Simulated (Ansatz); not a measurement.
Molecular dynamics of Cl2FHOZr

The input (input.yaml):

```yaml
crystal:
  periodic: [false, false, false]
  atoms:
    - { symbol: Zr, position_ang: [-0.063113, -0.107146, -0.003516] }
    - { symbol: F, position_ang: [-0.054607, -0.026551, 1.892105] }
    - { symbol: O, position_ang: [1.710072, -0.338293, -0.606741] }
    - { symbol: H, position_ang: [2.591151, -0.454247, -0.919608] }
    - { symbol: Cl, position_ang: [-0.944325, 1.92919, -0.861596] }
    - { symbol: Cl, position_ang: [-1.392578, -1.955053, -0.694343] }
basis:
  gaussian: { orbitals: def2-SVP }
hamiltonian:
  xc: hf
md:
  timestep: 0.5
  n_steps: 150
  ensemble: nve
  temperature: 200.0
  initial_velocities: maxwell_boltzmann
  seed: 869297
```

Run as:

```bash
$ ansatz run input.yaml --threads 1 --pin off --max-ram 2048MiB --backend cpu --events-out ev --progress --plain --runs-dir out
```

It starts from a relaxed structure.

Output, in part (one step line in 3, the closing report, with atoms numbered from 0):

```
md step     0: t =     0.00 fs  T =   200.0 K  F+E_penalty+E_count = -31029.42790381 eV  E_kin = 0.103408 eV  conserved = -31029.32449581 eV  (37 SCF iters)
md step     3: t =     1.50 fs  T =   173.9 K  F+E_penalty+E_count = -31029.41391265 eV  E_kin = 0.089894 eV  conserved = -31029.32401818 eV  (40 SCF iters)
md step     6: t =     3.00 fs  T =   173.0 K  F+E_penalty+E_count = -31029.41364371 eV  E_kin = 0.089468 eV  conserved = -31029.32417579 eV  (40 SCF iters)
md step     9: t =     4.50 fs  T =   169.9 K  F+E_penalty+E_count = -31029.41225336 eV  E_kin = 0.087832 eV  conserved = -31029.32442110 eV  (39 SCF iters)
md step    12: t =     6.00 fs  T =   130.8 K  F+E_penalty+E_count = -31029.39153367 eV  E_kin = 0.067648 eV  conserved = -31029.32388528 eV  (39 SCF iters)
md step    15: t =     7.50 fs  T =   138.1 K  F+E_penalty+E_count = -31029.39582436 eV  E_kin = 0.071381 eV  conserved = -31029.32444344 eV  (39 SCF iters)
md step    18: t =     9.00 fs  T =   107.0 K  F+E_penalty+E_count = -31029.37941509 eV  E_kin = 0.055342 eV  conserved = -31029.32407313 eV  (38 SCF iters)
md step    21: t =    10.50 fs  T =    94.7 K  F+E_penalty+E_count = -31029.37301101 eV  E_kin = 0.048979 eV  conserved = -31029.32403233 eV  (38 SCF iters)
md step    24: t =    12.00 fs  T =   108.7 K  F+E_penalty+E_count = -31029.38064091 eV  E_kin = 0.056191 eV  conserved = -31029.32445020 eV  (39 SCF iters)
md step    27: t =    13.50 fs  T =    83.9 K  F+E_penalty+E_count = -31029.36725756 eV  E_kin = 0.043375 eV  conserved = -31029.32388233 eV  (39 SCF iters)
md step    30: t =    15.00 fs  T =   108.5 K  F+E_penalty+E_count = -31029.38045171 eV  E_kin = 0.056086 eV  conserved = -31029.32436533 eV  (39 SCF iters)
md step    33: t =    16.50 fs  T =   109.0 K  F+E_penalty+E_count = -31029.38053818 eV  E_kin = 0.056338 eV  conserved = -31029.32420009 eV  (39 SCF iters)
md step    36: t =    18.00 fs  T =   104.4 K  F+E_penalty+E_count = -31029.37796270 eV  E_kin = 0.053986 eV  conserved = -31029.32397642 eV  (40 SCF iters)
md step    39: t =    19.50 fs  T =   133.6 K  F+E_penalty+E_count = -31029.39354290 eV  E_kin = 0.069065 eV  conserved = -31029.32447806 eV  (38 SCF iters)
md step    42: t =    21.00 fs  T =   113.7 K  F+E_penalty+E_count = -31029.38275770 eV  E_kin = 0.058763 eV  conserved = -31029.32399465 eV  (39 SCF iters)
md step    45: t =    22.50 fs  T =   123.2 K  F+E_penalty+E_count = -31029.38796128 eV  E_kin = 0.063698 eV  conserved = -31029.32426344 eV  (39 SCF iters)
md step    48: t =    24.00 fs  T =   122.2 K  F+E_penalty+E_count = -31029.38750049 eV  E_kin = 0.063171 eV  conserved = -31029.32432991 eV  (40 SCF iters)
md step    51: t =    25.50 fs  T =    93.1 K  F+E_penalty+E_count = -31029.37207938 eV  E_kin = 0.048147 eV  conserved = -31029.32393208 eV  (63 SCF iters)
md step    54: t =    27.00 fs  T =   105.8 K  F+E_penalty+E_count = -31029.37912678 eV  E_kin = 0.054721 eV  conserved = -31029.32440581 eV  (40 SCF iters)
md step    57: t =    28.50 fs  T =    80.2 K  F+E_penalty+E_count = -31029.36556868 eV  E_kin = 0.041459 eV  conserved = -31029.32410919 eV  (39 SCF iters)
md step    60: t =    30.00 fs  T =    69.3 K  F+E_penalty+E_count = -31029.35993198 eV  E_kin = 0.035843 eV  conserved = -31029.32408869 eV  (39 SCF iters)
md step    63: t =    31.50 fs  T =    76.8 K  F+E_penalty+E_count = -31029.36412914 eV  E_kin = 0.039727 eV  conserved = -31029.32440252 eV  (40 SCF iters)
md step    66: t =    33.00 fs  T =    48.3 K  F+E_penalty+E_count = -31029.34888750 eV  E_kin = 0.024974 eV  conserved = -31029.32391361 eV  (40 SCF iters)
md step    69: t =    34.50 fs  T =    67.3 K  F+E_penalty+E_count = -31029.35907493 eV  E_kin = 0.034788 eV  conserved = -31029.32428708 eV  (40 SCF iters)
md step    72: t =    36.00 fs  T =    68.2 K  F+E_penalty+E_count = -31029.35953918 eV  E_kin = 0.035286 eV  conserved = -31029.32425367 eV  (39 SCF iters)
md step    75: t =    37.50 fs  T =    62.6 K  F+E_penalty+E_count = -31029.35630628 eV  E_kin = 0.032348 eV  conserved = -31029.32395834 eV  (39 SCF iters)
md step    78: t =    39.00 fs  T =    93.5 K  F+E_penalty+E_count = -31029.37280498 eV  E_kin = 0.048339 eV  conserved = -31029.32446600 eV  (38 SCF iters)
md step    81: t =    40.50 fs  T =    78.9 K  F+E_penalty+E_count = -31029.36475990 eV  E_kin = 0.040776 eV  conserved = -31029.32398437 eV  (40 SCF iters)
md step    84: t =    42.00 fs  T =    97.3 K  F+E_penalty+E_count = -31029.37447895 eV  E_kin = 0.050289 eV  conserved = -31029.32418999 eV  (40 SCF iters)
md step    87: t =    43.50 fs  T =   111.5 K  F+E_penalty+E_count = -31029.38208038 eV  E_kin = 0.057676 eV  conserved = -31029.32440478 eV  (39 SCF iters)
md step    90: t =    45.00 fs  T =    92.1 K  F+E_penalty+E_count = -31029.37150578 eV  E_kin = 0.047600 eV  conserved = -31029.32390620 eV  (39 SCF iters)
md step    93: t =    46.50 fs  T =   113.7 K  F+E_penalty+E_count = -31029.38324963 eV  E_kin = 0.058776 eV  conserved = -31029.32447409 eV  (39 SCF iters)
md step    96: t =    48.00 fs  T =    88.9 K  F+E_penalty+E_count = -31029.37002477 eV  E_kin = 0.045941 eV  conserved = -31029.32408410 eV  (39 SCF iters)
md step    99: t =    49.50 fs  T =    78.1 K  F+E_penalty+E_count = -31029.36446806 eV  E_kin = 0.040391 eV  conserved = -31029.32407677 eV  (39 SCF iters)
md step   102: t =    51.00 fs  T =    83.2 K  F+E_penalty+E_count = -31029.36746784 eV  E_kin = 0.043002 eV  conserved = -31029.32446569 eV  (39 SCF iters)
md step   105: t =    52.50 fs  T =    44.8 K  F+E_penalty+E_count = -31029.34704996 eV  E_kin = 0.023163 eV  conserved = -31029.32388726 eV  (38 SCF iters)
md step   108: t =    54.00 fs  T =    53.6 K  F+E_penalty+E_count = -31029.35206894 eV  E_kin = 0.027692 eV  conserved = -31029.32437734 eV  (39 SCF iters)
md step   111: t =    55.50 fs  T =    36.3 K  F+E_penalty+E_count = -31029.34296046 eV  E_kin = 0.018793 eV  conserved = -31029.32416786 eV  (38 SCF iters)
md step   114: t =    57.00 fs  T =    21.3 K  F+E_penalty+E_count = -31029.33496136 eV  E_kin = 0.011000 eV  conserved = -31029.32396154 eV  (39 SCF iters)
md step   117: t =    58.50 fs  T =    45.1 K  F+E_penalty+E_count = -31029.34774594 eV  E_kin = 0.023294 eV  conserved = -31029.32445216 eV  (39 SCF iters)
md step   120: t =    60.00 fs  T =    27.7 K  F+E_penalty+E_count = -31029.33828694 eV  E_kin = 0.014336 eV  conserved = -31029.32395055 eV  (38 SCF iters)
md step   123: t =    61.50 fs  T =    50.2 K  F+E_penalty+E_count = -31029.35023332 eV  E_kin = 0.025975 eV  conserved = -31029.32425852 eV  (39 SCF iters)
md step   126: t =    63.00 fs  T =    66.0 K  F+E_penalty+E_count = -31029.35841133 eV  E_kin = 0.034111 eV  conserved = -31029.32429991 eV  (39 SCF iters)
md step   129: t =    64.50 fs  T =    60.3 K  F+E_penalty+E_count = -31029.35511160 eV  E_kin = 0.031179 eV  conserved = -31029.32393275 eV  (40 SCF iters)
md step   132: t =    66.00 fs  T =    96.7 K  F+E_penalty+E_count = -31029.37443359 eV  E_kin = 0.050009 eV  conserved = -31029.32442493 eV  (39 SCF iters)
md step   135: t =    67.50 fs  T =    91.2 K  F+E_penalty+E_count = -31029.37127101 eV  E_kin = 0.047165 eV  conserved = -31029.32410649 eV  (39 SCF iters)
md step   138: t =    69.00 fs  T =    99.1 K  F+E_penalty+E_count = -31029.37538930 eV  E_kin = 0.051258 eV  conserved = -31029.32413085 eV  (39 SCF iters)
md step   141: t =    70.50 fs  T =   116.7 K  F+E_penalty+E_count = -31029.38474169 eV  E_kin = 0.060326 eV  conserved = -31029.32441609 eV  (39 SCF iters)
md step   144: t =    72.00 fs  T =    93.1 K  F+E_penalty+E_count = -31029.37208188 eV  E_kin = 0.048149 eV  conserved = -31029.32393329 eV  (40 SCF iters)
md step   147: t =    73.50 fs  T =   111.4 K  F+E_penalty+E_count = -31029.38193201 eV  E_kin = 0.057614 eV  conserved = -31029.32431851 eV  (40 SCF iters)
md step   150: t =    75.00 fs  T =   104.6 K  F+E_penalty+E_count = -31029.37835172 eV  E_kin = 0.054106 eV  conserved = -31029.32424620 eV  (62 SCF iters)
Total energy: -31029.37835172 eV, -1140.3086219575 hartree
Atom 0 at    -0.029494    -0.109122    -0.015098 Å, force     0.340067     0.086747     0.514393 eV/Å
Atom 1 at    -0.134917     0.001317     1.900360 Å, force     0.182079    -0.076352    -0.712954 eV/Å
Atom 2 at     1.768058    -0.404408    -0.612963 Å, force    -1.500239     0.328545     0.550910 eV/Å
Atom 3 at     2.596946    -0.533795    -1.013161 Å, force     0.760142    -0.125172    -0.309174 eV/Å
Atom 4 at    -1.000500     1.912437    -0.837607 Å, force     0.196377    -0.162358    -0.004580 eV/Å
Atom 5 at    -1.406208    -1.916049    -0.687484 Å, force     0.021576    -0.051410    -0.038595 eV/Å
Dipole moment:     0.684527    -0.098148    -0.256308 e Å
```

All steps were run. The conserved energy stayed within 0.11 meV per atom of its start (net change 0.042 meV per atom), so the integration is sound. A run of 0.075 ps of so small a system gives no equilibrium averages.

The same pairs are bonded in the first frame and the last. Pairs count as bonded within 1.25 times the sum of covalent radii (0.12 Å more for H–H).

Last frame:

```xyz
6
Properties=species:S:1:pos:R:3
Zr -0.029 -0.109 -0.015
F -0.135 0.001 1.900
O 1.768 -0.404 -0.613
H 2.597 -0.534 -1.013
Cl -1.000 1.912 -0.838
Cl -1.406 -1.916 -0.688
```

The run took 5.9 min on 1 thread of Arm Neoverse V1, with other jobs on the host, peak memory 0.2 GiB.
